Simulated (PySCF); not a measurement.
Input file for PySCF: R-MP2/6-31G* on GeH4 (SMILES [GeH4]) with ghost functions, monomers drawn apart or pushed together.

```python
from pyscf import gto, scf, dft, mp
from pyscf.data.elements import chemcore

mol = gto.M(
    atom='''
    Ge    0.36680402    0.51788975    4.11702957
    H    -0.44288373   -0.75275865    4.40816232
    H     1.23168269    0.29312850    2.86525137
    H     1.28602799    0.82962118    5.30736209
    H    -0.58335770    1.69765305    3.87329504
    ghost-O    0.50536963   -0.83131025   -0.63911488
    ghost-C   -0.45256970   -0.62919458   -0.01865846
    ghost-O   -1.41230485   -0.42745232    0.60109435
    ''',
    basis='6-31g*',
    cart=True,
    charge=0, spin=0, verbose=3, max_memory=1800)
mf = scf.RHF(mol)
mf.conv_tol = 1e-8
mf.max_cycle = 100
mf.kernel()
if not mf.converged:
    mf = mf.newton().run(mf.mo_coeff, mf.mo_occ)
pt = mp.MP2(mf, frozen=chemcore(mol)).run()
```

Question: Give the final energy of this run.

Answer: -2077.6378 hartree.
